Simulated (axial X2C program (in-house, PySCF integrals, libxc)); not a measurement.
# O: configurations by level of theory

Computed with an in-house all-electron X2C program for linear molecules (integrals from PySCF), basis dyall-v3z (cores contracted in-house), spin-free (one-electron X2C) and two-component (2c, atomic mean-field Coulomb and Gaunt terms). Energies in eV from the lowest row of each column (rows without correlated energies are left out; n/a marks j-coupled starts, which PBE0 does not hold); electrons by l are Mulliken totals of the Hartree–Fock solution, and PBE0 can relax to another configuration under the same block occupation. Coupled cluster uses truncated natural virtuals with an MP2 remainder. Frozen shells in the correlated columns: 1 s.

Spin-free determinants:

```json
{"electrons by l": "s4 p4", "M_S, M_L": "1, 0", "HF": "0.00", "MP2": "0.00", "PBE0": "0.00"}
{"electrons by l": "s4 p4", "M_S, M_L": "1, 1", "HF": "0.10", "MP2": "0.00", "PBE0": "0.20"}
{"electrons by l": "s4 p4", "M_S, M_L": "0, 1", "HF": "1.09", "MP2": "1.04", "PBE0": "0.91"}
```

Two-component determinants:

```tsv
electrons by l	2M_J	HF	MP2	PBE0
s4 p4	4	0.09	0.00	0.19
s4 p4	2	0.00	0.00	0.00
s4 p4	2	1.10	1.05	0.92
```

Ground level as tabulated from the NIST Atomic Spectra Database (leading term): 2S+1 = 3, L = 1, J = 2.

Spin-free rows of one term, and 2c rows of one J level, should be degenerate; broken spherical symmetry, the missing current term of PBE0 and determinants that mix terms or J levels spread them. The search is wide but not exhaustive and can miss a configuration; gaps between s and d configurations can be off by some tenths of an eV with this basis and core.

The run took 3.7 s on 1 thread of Arm Neoverse V2, with other jobs on the host.
